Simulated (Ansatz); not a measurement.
C₂H₅AlO₂ (`C1O[CH2][AlH][O]1`) from Hartree–Fock to CCSD(T)

```json
{"atom": "C1", "x (Å)": "0.793", "y (Å)": "-1.050", "z (Å)": "-0.112"}
{"atom": "O2", "x (Å)": "-0.403", "y (Å)": "-0.779", "z (Å)": "-0.808"}
{"atom": "C3", "x (Å)": "-0.795", "y (Å)": "0.601", "z (Å)": "-0.708"}
{"atom": "Al4", "x (Å)": "-0.275", "y (Å)": "0.863", "z (Å)": "1.172"}
{"atom": "O5", "x (Å)": "0.805", "y (Å)": "-0.468", "z (Å)": "1.160"}
{"atom": "H6", "x (Å)": "1.655", "y (Å)": "-0.676", "z (Å)": "-0.689"}
{"atom": "H7", "x (Å)": "0.850", "y (Å)": "-2.139", "z (Å)": "-0.032"}
{"atom": "H8", "x (Å)": "-0.250", "y (Å)": "1.215", "z (Å)": "-1.442"}
{"atom": "H9", "x (Å)": "-1.853", "y (Å)": "0.650", "z (Å)": "-0.967"}
{"atom": "H10", "x (Å)": "-0.528", "y (Å)": "1.783", "z (Å)": "2.425"}
```

Charge 0, multiplicity 1. Geometry: relaxed with PBE0-D4/def2-TZVP. Frozen core, restricted reference, Ansatz. CBS rows extrapolate triple and quadruple zeta; past MP2 they add the triple-zeta difference.

| basis | HF (Eh) | MP2 corr. | CCSD corr. | (T) | CCSD(T) total |
| --- | --- | --- | --- | --- | --- |
| def2-TZVPP | -470.40420 | -0.87993 | -0.90769 | -0.03621 | -471.34810 |
| def2-QZVPP | -470.42221 | -0.94535 | – | – | – |
| CBS(def2) | -470.42469 | -0.99382 | -1.02158 | as TZ | -471.48248 |
